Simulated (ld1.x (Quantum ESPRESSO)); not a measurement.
# u(r) = r·R(r): atom against pseudo-atom (lithium (Li))

Columns: radius, all-electron u(r) and pseudo u(r) of the 2p shell (level -1.06 eV) of lithium in the configuration [He] 2s1 2p0; PBEsol, scalar-relativistic, TM scheme, ld1.x (Quantum ESPRESSO) 7.5.

| r (bohr) | all-electron | pseudo |
| --- | --- | --- |
| 0.210 | 0.0150 | 0.0061 |
| 0.420 | 0.0467 | 0.0238 |
| 0.630 | 0.0844 | 0.0520 |
| 0.840 | 0.1234 | 0.0884 |
| 1.050 | 0.1616 | 0.1305 |
| 1.260 | 0.1979 | 0.1753 |
| 1.470 | 0.2320 | 0.2199 |
| 1.680 | 0.2637 | 0.2619 |
| 1.890 | 0.2938 | 0.2993 |
| 2.100 | 0.3218 | 0.3313 |
| 2.310 | 0.3469 | 0.3576 |
| 2.520 | 0.3689 | 0.3785 |
| 2.730 | 0.3875 | 0.3950 |
| 2.940 | 0.4029 | 0.4078 |
| 3.150 | 0.4150 | 0.4177 |
| 3.360 | 0.4240 | 0.4252 |
| 3.570 | 0.4301 | 0.4304 |
| 3.780 | 0.4333 | 0.4333 |
| 3.990 | 0.4339 | 0.4339 |
| 4.200 | 0.4320 | 0.4320 |
| 4.410 | 0.4281 | 0.4281 |
| 4.620 | 0.4222 | 0.4222 |
| 4.830 | 0.4147 | 0.4147 |
| 5.040 | 0.4058 | 0.4058 |
| 5.250 | 0.3957 | 0.3957 |
| 5.460 | 0.3848 | 0.3848 |

Question: How many radial nodes do the two functions have?

Answer: The all-electron 2p function has n − l − 1 = 0; the pseudo-wave has 0.

Question: At about which radius was the pseudo-wave matched?

Answer: 4.20 bohr. The columns agree to 0.0005 from 3.57 bohr on; several derivatives are matched, so the curves merge somewhat inside the radius.

Question: Is the pseudo-wave norm-conserving?

Answer: Yes: the TM scheme keeps the norm inside the radius equal to the all-electron one, which fixes the energy derivative of the logarithmic derivative at the level.
